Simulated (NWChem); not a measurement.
The numbers come from NWChem runs, not from measurements. System: H₂O₃P, charge 0, spin multiplicity 2, at a geometry optimised with UPBE0/def2-SVP. The structure started from a generated list of species. Its SCF solution wasn't tested for a lower state. Level: UHF/def2-TZVP.

The NWChem input:

```
start mol
memory heap 200 mb stack 900 mb global 1100 mb
geometry units angstroms nocenter noautoz noautosym
  O      1.454817    -0.095069     0.557960
  P      0.226107     0.003525    -0.274719
  O     -0.931230    -1.131506    -0.013909
  O     -0.677115     1.327001    -0.017259
  H     -0.548058    -2.013683     0.088465
  H     -1.615323     1.157402    -0.182023
end
basis spherical
  * library def2-tzvp
end
scf
  uhf
  nopen 1
  maxiter 100
  thresh 1e-7
  semidirect memsize 60000000 filesize 0
  # guess.movecs holds the orbitals of an unrestricted PBE0 run
  vectors input guess.movecs output mol.movecs
end
task scf energy
```

Output (cleaned and shortened):

```
             Northwest Computational Chemistry Package (NWChem) 7.3.0
             --------------------------------------------------------

                                NWChem Input Module
                                -------------------

 Scaling coordinates for geometry "geometry" by  1.889725989
 (inverse scale =  0.529177249)

                             Geometry "geometry" -> ""
                             -------------------------

 Output coordinates in angstroms (scale by  1.889725989 to convert to a.u.)

  No.       Tag          Charge          X              Y              Z
 ---- ---------------- ---------- -------------- -------------- --------------
    1 O                    8.0000     1.45481700    -0.09506900     0.55796000
    2 P                   15.0000     0.22610700     0.00352500    -0.27471900
    3 O                    8.0000    -0.93123000    -1.13150600    -0.01390900
    4 O                    8.0000    -0.67711500     1.32700100    -0.01725900
    5 H                    1.0000    -0.54805800    -2.01368300     0.08846500
    6 H                    1.0000    -1.61532300     1.15740200    -0.18202300

 Effective nuclear repulsion energy (a.u.)     181.7727675876

            Nuclear Dipole moment (a.u.)
            ----------------------------
        X                 Y               Z
 ---------------- ---------------- ----------------
     0.0000000000     0.0000037795    -0.0000132281


 Summary of "ao basis" -> "" (spherical)
 ------------------------------------------------------------------------------
       Tag                 Description            Shells   Functions and Types
 ---------------- ------------------------------  ------  ---------------------
 *                         def2-tzvp                  on all atoms

 Summary of "ao basis" -> "ao basis" (spherical)
 ------------------------------------------------------------------------------
       Tag                 Description            Shells   Functions and Types
 ---------------- ------------------------------  ------  ---------------------
 O                         def2-tzvp                11       31   5s3p2d1f
 P                         def2-tzvp                13       37   5s5p2d1f
 H                         def2-tzvp                 4        6   3s1p

                                 NWChem SCF Module
                                 -----------------

  ao basis        = "ao basis"
  functions       =   142
  atoms           =     6
  alpha electrons =    21
  beta  electrons =    20
  charge          =   0.00
  wavefunction    = UHF
  use symmetry    = F
  symmetry adapt  = F

 Summary of "ao basis" -> "ao basis" (spherical)
 ------------------------------------------------------------------------------
       Tag                 Description            Shells   Functions and Types
 ---------------- ------------------------------  ------  ---------------------
 O                         def2-tzvp                11       31   5s3p2d1f
 P                         def2-tzvp                13       37   5s5p2d1f
 H                         def2-tzvp                 4        6   3s1p

 Forming initial guess at       0.2s

 Starting SCF solution at       0.2s

 ----------------------------------------------
         Quadratically convergent UHF

 Convergence threshold     :          1.000E-07
 Maximum no. of iterations :          100
 Integral*density screening:          1.000E-09
 ----------------------------------------------
[...]
     8      0.299675  1 O  pz                11      0.273805  1 O  pz
     6     -0.217087  1 O  px                 9     -0.200812  1 O  px
    14      0.187370  1 O  pz

 Vector   21  Occ=0.000000D+00  E= 3.422252D-02
              MO Center=  2.2D-01, -8.3D-02, -6.8D-01, r^2= 3.0D+00
   Bfn.  Coefficient  Atom+Function         Bfn.  Coefficient  Atom+Function
  ----- ------------  ---------------      ----- ------------  ---------------
    36      1.093467  2 P  s                104     -0.398161  4 O  s
    73     -0.362564  3 O  s                 51     -0.346527  2 P  pz
   139      0.328626  6 H  s                 14      0.319783  1 O  pz
   133      0.319543  5 H  s                  5     -0.296510  1 O  s
     8      0.180573  1 O  pz               113      0.177636  4 O  pz

 Vector   22  Occ=0.000000D+00  E= 1.321975D-01
              MO Center= -6.2D-01, -1.5D+00,  2.7D-03, r^2= 5.4D+00
   Bfn.  Coefficient  Atom+Function         Bfn.  Coefficient  Atom+Function
  ----- ------------  ---------------      ----- ------------  ---------------
   133      1.525765  5 H  s                 73     -0.896618  3 O  s
   139      0.810565  6 H  s                 36     -0.690609  2 P  s
    81      0.396712  3 O  py               111      0.304492  4 O  px
   104     -0.224065  4 O  s                 51      0.203607  2 P  pz

 Vector   23  Occ=0.000000D+00  E= 1.437407D-01
              MO Center= -1.5D+00,  3.8D-01, -2.1D-01, r^2= 5.9D+00
   Bfn.  Coefficient  Atom+Function         Bfn.  Coefficient  Atom+Function
  ----- ------------  ---------------      ----- ------------  ---------------
   139      1.618273  6 H  s                104     -1.168444  4 O  s
   133     -0.860840  5 H  s                 73      0.488832  3 O  s
   111      0.379872  4 O  px                81     -0.350680  3 O  py
    50      0.208625  2 P  py                80      0.191949  3 O  px

------------------------------------------------------------
EAF file 0: "./mol.aoints.0" size=524288 bytes
------------------------------------------------------------
               write      read    awrite     aread      wait
               -----      ----    ------     -----      ----
     calls:        1        26         0         0         0
   data(b): 5.24e+05  1.36e+07  0.00e+00  0.00e+00
   time(s): 0.00e+00  0.00e+00  0.00e+00  0.00e+00  0.00e+00
rate(mb/s): 0.00e+00  0.00e+00
------------------------------------------------------------

 center of mass
 --------------
 x =   0.05524915 y =   0.01989527 z =  -0.00413958

 moments of inertia (a.u.)
 ------------------
         219.916440024068           1.794984851688         -41.804041469109
           1.794984851688         238.796097370127           4.938874679822
         -41.804041469109           4.938874679822         406.104472014745

  Mulliken analysis of the total density
  --------------------------------------

    Atom       Charge   Shell Charges
 -----------   ------   -------------------------------------------------------
    1 O    8     8.60   0.79  1.18  0.58  0.95  0.33  1.80  2.00  0.92  0.00  0.03  0.00
    2 P   15    13.99   2.01  0.53  1.44  0.88  0.43  4.16  1.70  0.67  1.12  0.23  0.29  0.42  0.11
    3 O    8     8.59   0.79  1.18  0.56  0.97  0.27  1.85  2.10  0.84  0.00  0.02  0.00
    4 O    8     8.56   0.79  1.18  0.56  0.97  0.27  1.85  2.10  0.81  0.00  0.02  0.00
    5 H    1     0.63   0.24  0.32  0.03  0.05
    6 H    1     0.63   0.24  0.32  0.03  0.05

  Mulliken analysis of the alpha density
  --------------------------------------

    Atom       Charge   Shell Charges
 -----------   ------   -------------------------------------------------------
    1 O    8     4.41   0.40  0.59  0.30  0.48  0.16  0.97  1.05  0.45  0.00  0.01  0.00
    2 P   15     7.32   1.00  0.27  0.72  0.49  0.31  2.09  0.84  0.37  0.65  0.13  0.16  0.22  0.05
    3 O    8     4.33   0.40  0.59  0.28  0.49  0.13  0.95  1.07  0.41  0.00  0.01  0.00
    4 O    8     4.31   0.40  0.59  0.28  0.49  0.13  0.95  1.07  0.39  0.00  0.01  0.00
    5 H    1     0.31   0.12  0.16  0.01  0.02
    6 H    1     0.31   0.12  0.16  0.01  0.02

   Mulliken analysis of the beta density
   -------------------------------------

    Atom       Charge   Shell Charges
 -----------   ------   -------------------------------------------------------
    1 O    8     4.19   0.40  0.59  0.29  0.47  0.17  0.84  0.95  0.47  0.00  0.01  0.00
    2 P   15     6.68   1.00  0.26  0.72  0.39  0.12  2.08  0.85  0.30  0.47  0.10  0.14  0.20  0.06
    3 O    8     4.26   0.40  0.59  0.28  0.48  0.14  0.90  1.03  0.43  0.00  0.01  0.00
    4 O    8     4.24   0.40  0.59  0.28  0.48  0.14  0.90  1.03  0.41  0.00  0.01  0.00
    5 H    1     0.32   0.12  0.16  0.01  0.02
    6 H    1     0.32   0.12  0.16  0.01  0.02

   Mulliken analysis of the spin density
   -------------------------------------

    Atom       Charge   Shell Charges
 -----------   ------   -------------------------------------------------------
    1 O    8     0.22   0.00 -0.00  0.01  0.01 -0.01  0.13  0.11 -0.02  0.00 -0.00  0.00
    2 P   15     0.64   0.00  0.00 -0.01  0.10  0.20  0.01 -0.01  0.07  0.18  0.04  0.02  0.02 -0.00
    3 O    8     0.07   0.00 -0.00  0.01  0.01 -0.01  0.06  0.04 -0.02  0.00 -0.00  0.00
    4 O    8     0.07   0.00 -0.00  0.01  0.01 -0.01  0.06  0.04 -0.02  0.00 -0.00 -0.00
    5 H    1    -0.00  -0.00 -0.00  0.00  0.00
    6 H    1    -0.00  -0.00 -0.00  0.00  0.00

       Multipole analysis of the density wrt the origin
       ------------------------------------------------

     L   x y z        total         alpha         beta         nuclear
     -   - - -        -----         -----         ----         -------
     0   0 0 0     -0.000000    -21.000000    -20.000000     41.000000

     1   1 0 0     -1.258160     -0.959695     -0.298465      0.000000
     1   0 1 0     -0.645059     -0.308104     -0.336959      0.000004
     1   0 0 1     -0.785456      0.199552     -0.984995     -0.000013

     2   2 0 0    -23.868208    -69.010712    -66.324104    111.466608
     2   1 1 0     -1.262598      0.496168      0.452406     -2.211171
     2   1 0 1     -1.297165    -11.257185    -11.483334     21.443354
     2   0 2 0    -19.005718    -63.453528    -61.958800    106.406610
     2   0 1 1     -0.545779      1.302692      1.311972     -3.160443
     2   0 0 2    -22.165228    -19.688507    -15.573606     13.096885

 Task  times  cpu:       36.5s     wall:       36.5s

 Total times  cpu:       36.5s     wall:       36.5s
```
